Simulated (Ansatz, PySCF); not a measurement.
The Ansatz (a first-principles code) input:
Ansatz 0.2 input:
```yaml
crystal:
  periodic: [false, false, false]
  atoms:
    - {symbol: C, position_ang: [-1.05528800, -0.06733800, 0.00000000]}
    - {symbol: O, position_ang: [-0.83509800, -1.26168100, 0.00000000]}
    - {symbol: O, position_ang: [-0.12407900, 0.90336900, 0.00000000]}
    - {symbol: H, position_ang: [-2.05243900, 0.39112600, 0.00000000]}
    - {symbol: C, position_ang: [1.23282000, 0.41381500, 0.00000000]}
    - {symbol: H, position_ang: [1.41704200, -0.18964400, 0.88939700]}
    - {symbol: H, position_ang: [1.41704200, -0.18964400, -0.88939700]}
basis:
  gaussian:
    orbitals: STO-3G
hamiltonian:
  xc: {name: wB97X}
total_charge: -1
accuracy: high
```

Problem. Write the same job for PySCF.

Solution. This is not unique; one that fits is 
```python
from pyscf import gto, scf, dft

mol = gto.Mole()
mol.atom = '''
    C    -1.055288   -0.067338    0.000000
    O    -0.835098   -1.261681    0.000000
    O    -0.124079    0.903369    0.000000
    H    -2.052439    0.391126    0.000000
    C     1.232820    0.413815    0.000000
    H     1.417042   -0.189644    0.889397
    H     1.417042   -0.189644   -0.889397
'''
mol.basis = 'sto-3g'
mol.charge = -1
mol.spin = 0
mol.verbose = 3
mol.build()

mf = dft.RKS(mol)
mf.xc = 'wb97x'
mf.grids.atom_grid = (99, 590)
mf.grids.prune = None
mf.kernel()
```

Both were run: Ansatz gave -225.139293 Eh and PySCF -225.139292 Eh, 0.000 mEh apart.
